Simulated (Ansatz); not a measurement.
A structure drawn as `NC[SiH2]P`, with this starting geometry:

```xyz
12

N    -1.8541   -0.0291   -0.3308
C    -0.6873   -0.8217   -0.5883
Si    0.8331    0.2214   -0.5641
P     1.0580    1.2625    1.4584
H    -2.7088   -0.6794   -0.3871
H    -1.9119    0.3637    0.5829
H    -0.5997   -1.5852    0.1671
H    -0.7552   -1.2614   -1.5772
H     0.8060    1.3425   -1.5382
H     2.0618   -0.5750   -0.7226
H     1.4242    0.0313    2.1862
H     2.3338    1.7304    1.3139
```

Total charge 0; spin multiplicity 1.

(1) Relax it with Ansatz at PBE-D4/def2-SVP and then PBE0-D4/def2-TZVP. Is the drawn bonding still there?

(2) Give the relaxed structure. (Best estimate.)

Atoms count as bonded under 1.1 times the sum of their covalent radii (H–H under 0.85 Å, pairs among N, O and F under 1.55 Å), and a drawn bond as lost past 1.3 times.

## Answers

(1) Yes, every drawn bond is still there and no new one forms.

(2) Computed: 
Z-matrix (Å, degrees):
```
C
Si 1 1.884
N 1 1.456 2 110.5
H 1 1.096 2 106.6 3 118.3
H 1 1.103 2 108.9 3 -127.5
P 2 2.261 1 108.0 3 57.1
H 2 1.489 1 109.5 3 179.9
H 2 1.486 1 110.7 3 -59.7
H 3 1.012 1 111.4 2 -178.5
H 3 1.012 1 111.3 2 -58.8
H 6 1.419 2 94.2 1 178.4
H 6 1.421 2 94.2 1 84.3
```
No frequency check was run.
